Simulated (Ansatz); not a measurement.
Name a neutral molecule of As, B, C, S and H with LUMO energy (PBE/def2-TZVPP) between -2.35 and -2.05 eV and LUMO energy (PBE0/def2-TZVPP) between -1.45 and -1.15 eV (Ansatz, PBE0-D4/def2-TZVP geometry).

`B1SC[AsH]1` (-2.24 eV, -1.37 eV). Other molecules can fit too; these were computed, each in one conformer that needn't be the lowest.
